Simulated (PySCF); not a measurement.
## [Mn(NH3)5]2+: what the settings change

[Mn(NH3)5]2+ holds Mn(II), d5, at total charge +2. The structure is a PBE0-D3(BJ)/def2-SVP, IEF-PCM water geometry optimised for multiplicity 6; coordination trigonal bipyramidal, point group C1, metal–donor distances 2.21–2.27 Å.

```
21

Mn    0.0000    0.0000    0.0000
N    -0.0136    0.0144    2.2607
H    -0.5036    0.8219    2.6508
H    -0.4680   -0.8037    2.6708
H     0.9220    0.0392    2.6705
N    -0.0017   -0.0042   -2.2656
H     0.4751   -0.8153   -2.6644
H    -0.9419   -0.0128   -2.6656
H     0.4616    0.8127   -2.6686
N    -1.1087    1.9114   -0.0526
H    -2.1223    1.7766   -0.0509
H    -0.9129    2.5255    0.7404
H    -0.9087    2.4646   -0.8883
N    -1.1018   -1.9153   -0.0736
H    -1.3348   -2.3151    0.8372
H    -1.9894   -1.8297   -0.5735
H    -0.5804   -2.6417   -0.5694
N     2.2081   -0.0079   -0.0747
H     2.6712   -0.0089    0.8360
H     2.5763   -0.8213   -0.5728
H     2.5808    0.8043   -0.5717
```

Method (PySCF 2.14, density fitting): CASSCF(5,5) with orbitals averaged over all microstates of the shell, strongly contracted NEVPT2 on the averaged canonical orbitals; basis x2c-TZVPall on the metal, x2c-SVPall elsewhere; spin-free X2C; IEF-PCM water; spin-orbit coupling by state interaction with the mean-field operator over all roots.

Base run: NEVPT2 ground state 6S, next a 2S+1 = 4 state (65 % 4G) at 18935, then a 2S+1 = 4 state (65 % 4G) at 19001 cm⁻¹, B(CASSCF) 1046, ζ 306 cm⁻¹, D -0.21 cm⁻¹, g 2.002 2.002 2.002, μeff(300 K) 5.92 μB.

Q: What happens with the basis x2c-TZVPall on all atoms?

A: NEVPT2 ground state 6S, next a 2S+1 = 4 state (65 % 4G) at 19096, then a 2S+1 = 4 state (65 % 4G) at 19158 cm⁻¹, B(CASSCF) 1046, ζ 305 cm⁻¹, D -0.20 cm⁻¹, g 2.002 2.002 2.002, μeff(300 K) 5.92 μB. It took 25 s against 12 s on a shared host of the same kind.

Q: What happens with orbitals averaged over the highest spin alone?

A: NEVPT2 ground state 6S, next a 2S+1 = 4 state (65 % 4G) at 19977, then a 2S+1 = 4 state (66 % 4G) at 20035 cm⁻¹, B(CASSCF) 1087, ζ 316 cm⁻¹, D -0.19 cm⁻¹, g 2.002 2.002 2.002, μeff(300 K) 5.92 μB.
